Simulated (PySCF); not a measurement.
IrS(OH), triplet: molecular constants

Method: PySCF, UPBE0, basis Ir def2-SVP with ECP60, S def2-SVP, O def2-SVP, H def2-SVP (scalar-relativistic core potentials, no spin–orbit coupling, density fitting).

The structure is a minimum.

| Property | Result |
| --- | --- |
| Point group | C1 |
| Bond lengths | Ir–O 1.859 Å, Ir–S 2.064 Å, O–H 0.970 Å |
| Bond angles | H–O–Ir 112.9°, O–Ir–S 124.7° |
| Spin squared ⟨S²⟩ | 2.023 |
| Enthalpy at 298.15 K above 0 K | 13.69 kJ/mol |
| Rotational symmetry number | 1 |
| Dipole moment | 1.59 D |
| Entropy at 298.15 K and 1 bar (electronic part: spin only) | 314.1 J/(mol K) |
| Principal quadrupole moments (Buckingham, traceless) about the centre of mass | -6.00, 0.20, 5.79 D Å |
| Heat capacity Cp at 298.15 K | 58.5 J/(mol K) |
| Lowest empty level (β) | -4.05 eV |
| Highest occupied level (α) | -6.85 eV |
| Principal polarisabilities | 43.7, 48.4, 78.8 bohr³ |
| Atomisation energy without zero-point energy | 1147 kJ/mol |
| Rotational constants | 0.565, 0.1083, 0.09152 cm⁻¹ |
| Zero-point energy | 38.2 kJ/mol |

Harmonic modes (masses in u: Ir 192.963, S 31.972, O 15.995, H 1.008):
```csv
symmetry,ω (cm⁻¹),IR (km/mol),μ (u)
a,120,5.9,13.50
a,336,80.5,1.10
a,547,16.8,28.24
a,705,72.0,11.63
a,876,129,1.09
a,3802,144,1.07
```

Charges (e):
```csv
atom,Mulliken,Löwdin,polar tensor,spin (Mulliken),Mayer order to Ir1
Ir1,0.25,-0.26,0.65,1.25,–
S2,-0.09,0.26,-0.28,0.67,2.18
O3,-0.39,-0.11,-0.67,0.08,1.12
H4,0.23,0.11,0.30,0.01,0.02
```
Other Mayer orders above 0.3: O–H 0.93.

Mulliken populations on Ir1 (electrons outside its core potential): s 2.97, p 6.30, d 7.45, f 0.04.

This need not be the most stable arrangement of these atoms. With open d or f shells other occupations or spin states may lie lower. At this level a singlet minimum of Cs symmetry lies 31 kJ/mol below this structure. No spin–orbit coupling is included, which matters more the heavier the element.

The final relaxation and frequency run took 120 s on 2 threads of a shared Arm Neoverse N1 host, with 69 basis functions and 20 gradients; the process peaked at 0.84 GiB. Launch command: `OMP_NUM_THREADS=2 python axn.py task.json out`.
